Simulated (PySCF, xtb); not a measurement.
C3HBrClF, SMILES C(Br)(=C=CF)Cl.

GFN2-xTB (xtb 6.7.1) at its own geometry gives an orbital gap of 4.00 eV and a dipole moment of 2.70 D.

Geometry optimised at ωB97X-D3(BJ)/def2-SVP. The structure was generated by enumeration, and PubChem lists no compound with its InChIKey, so it may never have been made.

**Question.** What does PySCF with PBE/def2-TZVP give? (Estimate from the structure and the level; the computed values follow.)

**Answer.** gap 4.37 eV (levels -6.60 and -2.23 eV), dipole 1.15 D.
